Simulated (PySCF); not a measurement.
# Radial density of O⁺ (oxygen, charge +1)

BLYP, [He] 2s2 2p3, high-spin 4S determinant. Computed with PySCF 2.14 in x2c-TZVPPall with one added diffuse shell each of s, p, d type (6s4p3d1f, 40 functions), with scalar relativity by spin-free X2C-1e.

```
r (bohr)  4πr²ρ (e/bohr)  4πr²(ρα − ρβ)
 0.00275         0.03006         0.0000
 0.00463         0.08206         0.0000
 0.00778          0.2172        -0.0001
  0.0131          0.5591        -0.0001
  0.0220           1.361        -0.0001
  0.0370           3.018         0.0010
  0.0623           5.699         0.0084
   0.105           8.252         0.0501
   0.176           7.776         0.2278
   0.296           4.198         0.8211
   0.498           3.313         1.9841
   0.838           4.458         2.5583
    1.41           2.342         1.3123
    2.37          0.3173         0.1982
    3.99        0.007269         0.0057
```

Densities and radii are taken from the X2C orbitals without a picture-change correction, which distorts them close to the nucleus.
